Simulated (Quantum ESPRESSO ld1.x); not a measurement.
The numbers below are computed, except where a source is named.
Cr V, configuration [Ar] 3d2. Level of theory: scalar-relativistic Kohn-Sham, LDA (Slater exchange, VWN5 correlation), spin-polarised, spherical densities, point nucleus; open shells are filled with parallel spins first (ld1.x of Quantum ESPRESSO 7.5).

Normalised radial functions P(r) = r R(r), r in bohr:

```
   r/bohr * 2p up, o 3p up (the largest magnitude, 1.9, reaches the edge; | marks zero, & curves that meet)
 0.004262                             &
 0.005418                             &
 0.006833                             &
 0.008686                             &
  0.01104                             o*
  0.01393                             o*
   0.0177                             |o*
   0.0225                             |o*
  0.02861                             |o  *
  0.03608                             | o  *
  0.04586                             |  o   *
  0.05831                             |   o     *
  0.07353                             |    o        *
  0.09348                             |      o          *
   0.1188                             |       o             *
   0.1499                             |       o                *
   0.1905                             |       o                  *
   0.2422                             |     o                   *
   0.3054                             | o                   *
   0.3883                         o   |                *
   0.4936                   o         |         *
   0.6225               o             |    *
   0.7913             o               | *
    1.006               o             |*
    1.269                   o         *
    1.613                       o     *
     2.05                          o  *
    2.586                            o*
    3.287                             &
```

2p up: eigenvalue -623.57 eV, 0 radial nodes, <r> = 0.260 bohr, 90 % of the charge inside 0.428 bohr. 3p up: eigenvalue -104.48 eV, 1 radial node at r = 0.329 bohr, <r> = 0.916 bohr, 90 % of the charge inside 1.40 bohr.
